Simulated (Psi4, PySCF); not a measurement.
Psi4 was given this input:
```
memory 2 GB

molecule mol {
-1 1
C    -0.000588   -0.067353    0.131452
C     0.012727    0.421654    1.286929
C    -0.009166   -0.235089   -1.200541
H     0.008172   -0.086694    2.252544
H     0.909339   -0.330062   -1.783745
H    -0.935345   -0.298514   -1.775838
}

set {
  basis 6-311g**
  reference rhf
  freeze_core true
  mp2_type conv
  scf_type pk
  puream true
  d_convergence 1e-8
}

energy('mp2')
print_variables()
```

Q: Give the equivalent PySCF input.

A: One answer among several that fit: 
```python
from pyscf import gto, scf, mp

mol = gto.M(
    atom='''
C    -0.000588   -0.067353    0.131452
C     0.012727    0.421654    1.286929
C    -0.009166   -0.235089   -1.200541
H     0.008172   -0.086694    2.252544
H     0.909339   -0.330062   -1.783745
H    -0.935345   -0.298514   -1.775838
''',
    basis='6-311g**',
    charge=-1,
    spin=0,
    verbose=4,
)

mf = scf.RHF(mol)
mf.kernel()

pt = mp.MP2(mf, frozen=3)
pt.kernel()
print('E(MP2) = %.10f' % pt.e_tot)
```

Both were run: Psi4 gave -115.664554 Eh and PySCF -115.664554 Eh, 0.000 mEh apart.
